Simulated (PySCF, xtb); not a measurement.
Cl₂H₅NSi₂, SMILES N[SiH2][SiH](Cl)Cl. One conformer was computed; it need not be the lowest.

Harmonic wavenumbers (cm⁻¹) from GFN2-xTB (xtb) at its own minimum, in rising order: 7, 87, 89, 147, 176, 219, 353, 423, 469, 502, 524, 609, 621, 640, 708, 758, 811, 901, 1513, 2214, 2240, 2242, 3462, 3494.

Q: What does PBE-D3(BJ)/def2-SVP (PySCF 2.14.0) give at its own minimum? (An estimate is asked for; the answer gives what the named calculation found.)

A: 39, 78, 100, 163, 203, 253, 389, 455, 511, 531, 547, 675, 717, 760, 808, 816, 871, 909, 1508, 2154, 2165, 2177, 3454, 3544. Paired by order, the mean absolute difference is 44 cm⁻¹ and the zero-point energies are 33.2 and 34.1 kcal/mol.
